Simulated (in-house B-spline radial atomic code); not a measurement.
# RPA and G0W0 on PBE0: the argon ion Ar⁶⁺

Configuration [Ne] 3s2, mean-field start PBE0. Computed with a B-spline radial code for spherical atoms: all electrons, non-relativistic, point nucleus, each spin shell either full or empty, empty states to l = 9 with an (l + 1/2)⁻⁴ tail; G0W0 by contour deformation at full frequency.

Command:
```bash
python run_gw.py task.json out
```
Settings (radii: box in bohr, nucleus in fm):
```
Z                        18
electrons                12
configuration            [Ne] 3s2
hamiltonian              nr
method                   pbe0
lmax                     9
spin_polarised           False
box_radius               9.29
intervals                47
ion_configuration        [Ne] 3s1
```

Run time, properties included: 2.6 s on 1 thread of Arm Neoverse N1 (shared host).

Energies (hartree):

```
                                     term       value
                         mean-field total  -516.02496
Hartree-Fock functional on these orbitals  -515.67729
                      direct second order     -0.8414
                    second-order exchange     0.30753
                         SOSEX correction     0.27768
```

Q: What is the RPA correlation energy, and what remains with SOSEX?

A: RPA gives -0.75106 hartree (-1.7 eV per electron); RPA + SOSEX gives -0.47338, and the second-order doubles -0.53387 hartree (no singles). RPA lacks exchange-type terms and so overcorrelates at short range.

Quasi-particle levels (eV):

```csv
level,occupied,mean field,Σx - vxc,Σc,QP weight,G0W0
3s,yes,-117.52,-4.51,?,?,?
2p,yes,-351.01,-22.00,3.97,0.954,-369.03
3p,no,-97.00,7.33,-2.00,0.956,-91.67
```

G0W0 = mean field + (Σx - vxc) + Σc, with Σc (partial-wave tail included) taken at the quasi-particle energy. Levels of low weight are left out.

Q: Where does G0W0 put 3s?

A: At -124.45 eV, with Σc = -2.42 eV and a quasi-particle weight of 0.964. The tabulated removal energy is 124.41 ± 0.06 eV (NIST, semi-empirical); the calculation leaves out relativity, Breit and QED terms, and what these don't explain is the method's own error.

Q: What does it cost to remove one electron (to [Ne] 3s1) by differences of total energies, each species on its own start (correlation terms add to the Hartree-Fock functional)?

A: PBE0 123.63 eV, Hartree-Fock functional 121.85 eV, + RPA 124.33 eV, + RPA + SOSEX 123.66 eV, + second order 124.31 eV. Tabulated: 124.41 ± 0.06 eV (NIST, semi-empirical); the calculation leaves out relativity, Breit and QED terms, and what these don't explain is the method's own error.
